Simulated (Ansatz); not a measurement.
Basis sets compared for the cluster SbAs2⁺ (the lowest singlet isomer of a short search). Total charge 1; singlet. Geometry r2SCAN-D4/def2-TZVP. Ansatz on 4 threads of Arm Neoverse V2 on a shared host; times are rough, and most runs start from earlier orbitals.

Cartesian coordinates in Å:
```
As 0.1038 -0.1613 1.3686
As 0.9579 -0.6830 -0.7251
Sb -1.0617 0.8443 -0.6435
```

In the def2 sets Sb takes a core potential; there is no spin–orbit coupling. The structure comes from a short search, and lower isomers may exist.

| level | functions | energy (Eh) | HOMO (eV) | LUMO (eV) | wall time |
| --- | --- | --- | --- | --- | --- |
| PBE-D4/def2-SVP | 90 | -4710.5689 | -11.57 | -9.60 | 0.7 s |
| PBE0-D4/def2-SVP | 90 | -4710.6931 | -12.52 | -8.90 | 1.2 s |

Task: Estimate the rows for PBE-D4/def2-TZVP, PBE0-D4/def2-TZVP.

Result: 
| level | functions | energy (Eh) | HOMO (eV) | LUMO (eV) | wall time |
| --- | --- | --- | --- | --- | --- |
| PBE-D4/def2-TZVP | 146 | -4711.1306 | -11.51 | -9.54 | 1.2 s |
| PBE0-D4/def2-TZVP | 146 | -4711.2550 | -12.45 | -8.83 | 2.2 s |
